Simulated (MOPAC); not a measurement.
MOPAC input (MNDO):

```
MNDO PRECISE GNORM=0.05 LET XYZ GEO-OK AUX(PRECISION=9) THREADS=1
H7N3OSi

N    -0.84752100 1    1.38383100 1   -0.56316800 1
Si   -0.00111600 1    0.00444000 1   -0.01389700 1
N    -1.19672300 1   -1.18325300 1    0.27320200 1
N     0.91959400 1   -0.01285600 1    1.44334100 1
O     1.10504600 1   -0.19367900 1   -1.22963900 1
H    -1.61422600 1    1.77852300 1   -0.04583400 1
H    -0.39944400 1    2.05702400 1   -1.16188100 1
H    -0.97872700 1   -2.04037000 1    0.75405500 1
H    -1.96722500 1   -1.29212500 1   -0.36554600 1
H     1.76720800 1    0.52983400 1    1.50298400 1
H     0.44190800 1   -0.02498300 1    2.33113200 1
H     1.79831500 1   -0.83468600 1   -1.05686400 1
```

Output:

```
 *******************************************************************************
 **                                                                           **
 **                              MOPAC v23.2.5                                **
 **                                                                           **
 *******************************************************************************
 ** MOPAC's Digital Object Identifier: https://doi.org/10.5281/zenodo.6511958 **
 **                                                                           **
 ** Please cite the open-source release paper for use of this MOPAC version:  **
 ** J. E. Moussa and J. J. P. Stewart (2026)                                  **
 ** MOPAC: An open-source semiempirical molecular orbital program             **
 ** J. Open Source Softw., 11(119), 8025, https://doi.org/10.21105/joss.08025 **
 *******************************************************************************

                              MNDO CALCULATION RESULTS

 *******************************************************************************
 *  MNDO       - The MNDO Hamiltonian to be used
 *  GEO-OK     - OVERRIDE INTERATOMIC DISTANCE AND OTHER SAFETY CHECKS
 *  LET        - OVERRIDE SOME SAFETY CHECKS
 *  PRECISE    - TIGHTER CRITERIA TO BE USED
 *  XYZ        - CARTESIAN COORDINATE SYSTEM TO BE USED
 *  GNORM      - EXIT WHEN GRADIENT NORM DROPS BELOW 0.050
 *  AUX        - OUTPUT AUXILIARY INFORMATION
 *******************************************************************************
MNDO PRECISE GNORM=0.05 LET XYZ GEO-OK AUX(PRECISION=9) THREADS=1
 H7N3OSi

   ATOM   CHEMICAL          X               Y               Z
  NUMBER   SYMBOL      (ANGSTROMS)     (ANGSTROMS)     (ANGSTROMS)

     1       N         -0.84752100  *   1.38383100  *  -0.56316800  *
     2      Si         -0.00111600  *   0.00444000  *  -0.01389700  *
     3       N         -1.19672300  *  -1.18325300  *   0.27320200  *
     4       N          0.91959400  *  -0.01285600  *   1.44334100  *
     5       O          1.10504600  *  -0.19367900  *  -1.22963900  *
     6       H         -1.61422600  *   1.77852300  *  -0.04583400  *
     7       H         -0.39944400  *   2.05702400  *  -1.16188100  *
     8       H         -0.97872700  *  -2.04037000  *   0.75405500  *
     9       H         -1.96722500  *  -1.29212500  *  -0.36554600  *
    10       H          1.76720800  *   0.52983400  *   1.50298400  *
    11       H          0.44190800  *  -0.02498300  *   2.33113200  *
    12       H          1.79831500  *  -0.83468600  *  -1.05686400  *

          CARTESIAN COORDINATES

    NO.       ATOM           X           Y           Z

     1         N         -0.8475      1.3838     -0.5632
     2        Si         -0.0011      0.0044     -0.0139
     3         N         -1.1967     -1.1833      0.2732
     4         N          0.9196     -0.0129      1.4433
     5         O          1.1050     -0.1937     -1.2296
     6         H         -1.6142      1.7785     -0.0458
     7         H         -0.3994      2.0570     -1.1619
     8         H         -0.9787     -2.0404      0.7541
     9         H         -1.9672     -1.2921     -0.3655
    10         H          1.7672      0.5298      1.5030
    11         H          0.4419     -0.0250      2.3311
    12         H          1.7983     -0.8347     -1.0569

[...]

          GRADIENT NORM           =          0.04484          =       0.01294 PER ATOM
          IONIZATION POTENTIAL    =          9.904815 EV
          HOMO LUMO ENERGIES (EV) =         -9.905  2.181
          NO. OF FILLED LEVELS    =         16
          MOLECULAR WEIGHT        =         93.1603         POINT GROUP:  C1

          MOLECULAR DIMENSIONS (Angstroms)

            Atom       Atom       Distance
            H    11    H     7     4.49824
            H     9    H    12     4.35365
            H    10    H     8     3.87560

          SCF CALCULATIONS        =        213

   ATOM   CHEMICAL          X               Y               Z
  NUMBER   SYMBOL      (ANGSTROMS)     (ANGSTROMS)     (ANGSTROMS)

     1       N         -0.71557463  *   1.46444858  *  -0.47305473  *
     2      Si          0.00396137  *  -0.01692247  *  -0.00419942  *
     3       N         -1.17315199  *  -1.25343135  *   0.20508961  *
     4       N          0.89906284  *   0.18584300  *   1.45284371  *
     5       O          1.04812852  *  -0.48804826  *  -1.20546574  *
     6       H         -1.39472169  *   1.94470915  *   0.05826155  *
     7       H         -0.64789651  *   1.84923412  *  -1.37995347  *
     8       H         -1.02612112  *  -2.17848748  *  -0.11370009  *
     9       H         -2.14297264  *  -1.06124363  *   0.22592115  *
    10       H          1.19331399  *   1.07499683  *   1.77163656  *
    11       H          0.79183217  *  -0.42324640  *   2.22520624  *
    12       H          1.97113495  *  -0.52678404  *  -1.09426957  *

                             CARTESIAN COORDINATES

   1    N       -0.715574629     1.464448581    -0.473054727
   2   Si        0.003961370    -0.016922471    -0.004199425
   3    N       -1.173151994    -1.253431355     0.205089614
   4    N        0.899062840     0.185843002     1.452843707
   5    O        1.048128522    -0.488048258    -1.205465741
   6    H       -1.394721693     1.944709153     0.058261548
   7    H       -0.647896506     1.849234122    -1.379953469
   8    H       -1.026121122    -2.178487476    -0.113700087
   9    H       -2.142972639    -1.061243634     0.225921150
  10    H        1.193313990     1.074996829     1.771636560
  11    H        0.791832170    -0.423246399     2.225206238
  12    H        1.971134951    -0.526784041    -1.094269565

           Empirical Formula: H7 N3 O Si  =    12 atoms

      MOLECULAR POINT GROUP   :   C1

                  EIGENVALUES
 -39.70787 -33.83263 -31.21242 -31.19889 -18.44506 -17.15955 -17.01599 -16.70007
 -16.31406 -15.01003 -14.94400 -12.52726 -11.83033 -10.37851 -10.05709  -9.90481
   2.18101   3.39138   3.59991   3.96628   6.08324   6.12537   6.40513   6.74753
   6.95609   6.99115   7.39055

              NET ATOMIC CHARGES AND DIPOLE CONTRIBUTIONS

  ATOM NO.   TYPE          CHARGE      No. of ELECS.   s-Pop       p-Pop
    1          N          -0.724110        5.7241     1.51356     4.21055
    2         Si           1.738282        2.2617     0.82272     1.43900
    3          N          -0.699406        5.6994     1.53324     4.16617
    4          N          -0.704694        5.7047     1.53692     4.16778
    5          O          -0.651049        6.6510     1.78710     4.86395
    6          H           0.140488        0.8595     0.85951
    7          H           0.147749        0.8523     0.85225
    8          H           0.138807        0.8612     0.86119
    9          H           0.133864        0.8661     0.86614
   10          H           0.134478        0.8655     0.86552
   11          H           0.137812        0.8622     0.86219
   12          H           0.207779        0.7922     0.79222
 DIPOLE           X         Y         Z       TOTAL
 POINT-CHG.    -0.059     0.251     0.428     0.500
 HYBRID        -0.537     0.407     0.298     0.737
 SUM           -0.595     0.658     0.727     1.147

          ATOMIC ORBITAL ELECTRON POPULATIONS

     Atom    s        px        py        pz
    1  N   1.51356   1.58397   1.43945   1.18713
    2 Si   0.82272   0.49661   0.47124   0.47115
    3  N   1.53324   1.13246   1.16248   1.87122
    4  N   1.53692   1.77368   1.15535   1.23875
    5  O   1.78710   1.21963   1.92809   1.71623
    6  H   0.85951
    7  H   0.85225
    8  H   0.86119
    9  H   0.86614
   10  H   0.86552
   11  H   0.86219
   12  H   0.79222

 **********************
 *                    *
 * JOB ENDED NORMALLY *
 *                    *
 **********************

 == MOPAC DONE ==
```

The geometry given is a B3LYP-D3(BJ)/def2-TZVP minimum.
